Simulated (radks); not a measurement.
Values are calculated unless marked as measured or tabulated.
Species: Sm+. Configuration: [Xe] 4f6 6s1. Code: a radial shooting solver on a logarithmic mesh with Libxc functionals. Model: Dirac Kohn-Sham, PBE, spin-unpolarised, spherical densities, point nucleus; open shells are shared between the two j in proportion to 2j + 1.

Normalised radial functions P(r) = r R(r) (large component), r in bohr:

```
   r/bohr * 5p1/2, o 4f5/2, + 6s1/2 (the largest magnitude, 1.01, reaches the edge; | marks zero, & curves that meet)
  0.00374                             &+
 0.004389                             &+
  0.00511                             o&
 0.005949                             o&
 0.006925                             o&
 0.008062                             o&
 0.009386                             o&
  0.01093                             o+*
  0.01282                             o+*
  0.01493                             o+*
  0.01738                             o+ *
  0.02023                             o+ *
  0.02355                             &   *
  0.02742                             &    *
  0.03192                             &    *
  0.03746                            +o     *
  0.04361                            +o     *
  0.05076                           + o     *
   0.0591                           + o    *
   0.0688                           + |o  *
  0.08009                           + |o*
  0.09324                            +*o
   0.1094                          *  + o
   0.1274                        *    |+ o
   0.1483                      *      | +  o
   0.1726                     *       |  +  o
    0.201                     *       |  +     o
    0.234                        *    | +        o
   0.2724                            *|+             o
   0.3196                           + |   *             o
   0.3721                          +  |        *           o
   0.4332                        +    |           *           o
   0.5043                         +   |           *             o
   0.5871                           + |        *                 o
   0.6835                             + *                        o
   0.7957                       *     |   +                    o
   0.9337               *             |      +               o
    1.087        *                    |       +           o
    1.265     *                       |      +         o
    1.473     *                       |   +         o
    1.715       *                     +           o
    1.997           *            +    |        o
    2.324                *  +         |      o
    2.728               +     *       |    o
    3.175              +         *    |  o
    3.697              +           *  | o
    4.303               +            *|o
     5.01                  +          *o
    5.832                     +       &
     6.79                        +    &
    7.968                          +  &
    9.276                            +&
     10.8                             &
    12.57                             &
```

5p1/2: eigenvalue -31.846 eV, 3 radial nodes at r = 0.0939, 0.280, 0.711 bohr, <r> = 1.59 bohr, 90 % of the charge inside 2.34 bohr. 4f5/2: eigenvalue -8.862 eV, 0 radial nodes, <r> = 0.997 bohr, 90 % of the charge inside 1.76 bohr. 6s1/2: eigenvalue -8.417 eV, 5 radial nodes at r = 0.0278, 0.110, 0.287, 0.669, 1.69 bohr, <r> = 3.91 bohr, 90 % of the charge inside 5.68 bohr.
